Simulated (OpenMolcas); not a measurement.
Ni2+ among 2 point charges of -1 e arranged as a linear pair (D∞h), 1.81 Å from the ion.

- Program: OpenMolcas 26.06
- Method: CASSCF
- Basis: ANO-RCC-VDZP [5s4p2d1f]
- Scalar Hamiltonian: DKH2, point nucleus
- Active space: 8 electrons in 5 orbitals (3d)
- State averaging: 2S+1 = 3 even, 10 roots; 2S+1 = 1 even, 15 roots
- Spin-orbit coupling: state interaction with AMFI integrals over the reference wave functions

Question: What is the spin-free ground state (labels by Λ)?

Answer: 3Π, 2-fold in its orbital part, 96 % from free-ion F terms; it has the highest spin that d8 allows.

Question: Where is the first state of the same spin?

Answer: 3Σ at 293 cm-1 above the ground state. The two act as a nearly degenerate pair, with unquenched orbital momentum.

Question: What are the lowest two levels with spin-orbit coupling?

Answer: A 1-fold level, then a 2-fold level 39.2 cm-1 above it. Their leading multiplicities are 3 (100 %) and 3 (100 %).

Question: What is χT at 300 K, and how does it compare with the textbook value?

Answer: The lowest level has 2S+1 = 3, for which the spin-only value is χT = S(S+1) / 2 = 1.000 cm3 K/mol (g = 2). The computed 3.513 at 300 K differs by +2.513, through orbital momentum, spin-orbit coupling and any other state in reach.

Spin-orbit coupling mixes the spin-free states strongly: the lowest level takes only 50 % from its leading state, 3Σ, which lies 293 cm-1 above the lowest spin-free state. Without dynamic correlation the repulsion within the d shell is too large (B by tens of per cent), so at a given field states of lower spin stand too high. The ground term spreads over less than 5000 cm-1, several times less than with real ligands, so orbital moments are less quenched and χT lies further from the spin-only value than at real sites. Point charges carry no covalency, so the field is a model and not that of real ligands. No measured value stands beside these numbers.
